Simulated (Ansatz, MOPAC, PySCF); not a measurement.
Species: MgF (charge 0, doublet). SMILES: [F][Mg]
Coordinates optimised at B3LYP-D3(BJ)/def2-TZVP (Ansatz, a first-principles code):
```
Mg
F 1 1.7703
```
Charge 0, spin multiplicity 2.

Unscaled harmonic wavenumbers (cm⁻¹) in rising order, each level at the stationary point that it reaches from this structure (no distance between atoms moves by over 0.3 Å); the order of modes can differ between levels, and a negative number is imaginary. B3LYP-D3(BJ)/def2-TZVP (PySCF, at the structure above): 690.

PM3 (MOPAC): 1258. Zero-point energy 1.8 against 1.0 kcal/mol; where all levels lie over 400 cm⁻¹, the wavenumbers are on average 1.824 times those of B3LYP-D3(BJ)/def2-TZVP.

PM6 (MOPAC): 781. Zero-point energy 1.1 against 1.0 kcal/mol; where all levels lie over 400 cm⁻¹, the wavenumbers are on average 1.132 times those of B3LYP-D3(BJ)/def2-TZVP.

HF/3-21G (Ansatz): 795. Zero-point energy 1.1 against 1.0 kcal/mol; where all levels lie over 400 cm⁻¹, the wavenumbers are on average 1.153 times those of B3LYP-D3(BJ)/def2-TZVP.

B3LYP/6-31G* (Ansatz): 740. Zero-point energy 1.1 against 1.0 kcal/mol; where all levels lie over 400 cm⁻¹, the wavenumbers are on average 1.073 times those of B3LYP-D3(BJ)/def2-TZVP.
